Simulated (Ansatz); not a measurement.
**Counterpoise correction, worked out**

The pair of Li⁺ (SMILES [Li+], atom 1) and OH⁻ (SMILES [OH-], atoms 2–3), both closed shells, in one local arrangement (a lower one may exist), relaxed at PBE0-D4/def2-TZVP:

| atom | x (Å) | y (Å) | z (Å) |
| --- | --- | --- | --- |
| Li1 | -0.0108 | -0.0766 | -1.3613 |
| O2 | 0.0016 | 0.0112 | 0.2072 |
| H3 | 0.0092 | 0.0654 | 1.1541 |

Ansatz 0.2.0; basis: def2-TZVPPD; cores frozen in the correlated methods. The outer core shell of Li, Na, Mg and K is correlated.

MP2 total energies in eV:

| system | geometry | basis functions | energy |
| --- | --- | --- | --- |
| pair | pair | all | -2265.59561 |
| Li⁺ | as in the pair | all (partner as ghosts) | -197.73294 |
| OH⁻ | as in the pair | all (partner as ghosts) | -2059.89243 |
| Li⁺ | as in the pair | its own | -197.72650 |
| OH⁻ | as in the pair | its own | -2059.87632 |
| Li⁺ | free (PBE0-D4 minimum) | its own | -197.72650 |
| OH⁻ | free (PBE0-D4 minimum) | its own | -2059.88417 |

Work out the interaction energy with and without the counterpoise correction, the superposition error, and the binding energy from the relaxed fragments.

Without correction: -2265.59561 − (-197.72650) − (-2059.87632) = -7.99279 eV.
With correction (each fragment in the whole basis): -2265.59561 − (-197.73294) − (-2059.89243) = -7.97024 eV = -183.80 kcal/mol.
The superposition error is the difference, 0.02255 eV, 0 % of the uncorrected value: each fragment borrows its partner's functions.
Deformation from the free shapes: 0.00000 eV for Li⁺ and 0.00785 eV for OH⁻.
Binding energy from relaxed fragments: -7.97024 + 0.00000 + 0.00785 = -7.96239 eV = -183.62 kcal/mol (electronic, without zero-point energy; negative means bound). For comparison, the corrected interaction energy by CCSD(T) at an estimated basis limit (MP2 extrapolated from triple and quadruple zeta, plus CCSD(T) − MP2 in triple zeta) is -8.110 eV.

The T1 diagnostic stays at or below 0.027.

For scale, one of the runs: CCSD(T)/def2-TZVPPD, 79 basis functions, launched by `ansatz run in.yaml --threads 2 --pin off --events-out ev --progress --plain --max-ram 5222MiB`. The run took about 0.55 s on 2 CPU threads of an Intel Xeon 6975P-C (shared host).
